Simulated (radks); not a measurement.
The numbers below are computed, except where a source is named.
Task: These are the eigenvalues of the occupied orbitals of an atom or ion with whole-number occupations (hartree). Code: a radial shooting solver on a logarithmic mesh with Libxc functionals. Model: non-relativistic Kohn-Sham, LDA (Slater exchange, Perdew-Wang correlation), spin-polarised, spherical densities, point nucleus.

1s up: -986.2466
1s down: -986.2460
2s up: -146.6905
2s down: -146.6702
2p up: -137.2393
2p down: -137.2235
3s up: -29.80110
3s down: -29.78728
3p up: -25.92768
3p down: -25.91297
3d up: -18.72843
3d down: -18.70928
4s up: -6.56932
4s down: -6.50349
4p up: -5.28276
4p down: -5.21734
4d up: -3.13451
4d down: -3.07247

Which element is it, and in what charge state? The configuration may be excited. Open shells, if any, are filled with parallel spins first.

Result: Z = 49, indium, charge +5: In5+ in [Kr] 4d8. The list shows which subshells hold electrons but not how many an open one holds; the 1s level, -986.25 hartree, gives Z - s = 44.4 by -(Z - s)^2/2, which with screening narrows Z to a few neighbours, and the depths of the outer levels then fix element, charge and occupations together.
